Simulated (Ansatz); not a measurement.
`C=CC(=C)[TeH]` + `CC[SeH]` → `CC([SeH])[TeH]` + `C=CC=C`  (formal exchange of groups at a Te–C bond)

Calculated with Ansatz (gas phase, PBE0-D4/def2-TZVP geometries, no zero-point term in ΔE). CBS: MP2 limit from def2 TZ/QZ plus the TZ coupled-cluster correction, frozen cores. Functionals use def2-TZVPP. Elements past krypton have def2 core potentials. For Se, Te outer-core shells are correlated without core-valence functions, which leaves a few kJ/mol of doubt a bond. Scalar relativity is left out up to krypton. One conformer a species, not always the lowest.

(1) Is it downhill or uphill in electronic energy at CCSD(T)/CBS, and by how much? (Best estimate.)

(2) What do these levels give: PBE-D4, PBE0-D4, ωB97M-V, PBE, HF/def2-TZVPP, CCSD/def2-TZVPP, CCSD(T)/def2-TZVPP, MP2/def2-QZVPP, SCS-MP2/def2-QZVPP, HF/CBS(def2), MP2/CBS(def2), CCSD/CBS(def2)? (Estimate.)

Largest T1 diagnostic among the species: 0.012.

Answers

(1) Computed: Nearly level: ΔE = +0.4 kcal/mol.

(2) The calculation gave: PBE-D4 1.2, PBE0-D4 1.2, ωB97M-V 0.9, PBE 1.1, HF/def2-TZVPP 0.7, CCSD/def2-TZVPP 1.0, CCSD(T)/def2-TZVPP 1.1, MP2/def2-QZVPP 0.7, SCS-MP2/def2-QZVPP 0.6, HF/CBS(def2) 0.7, MP2/CBS(def2) 0.4, CCSD/CBS(def2) 0.3 kcal/mol.
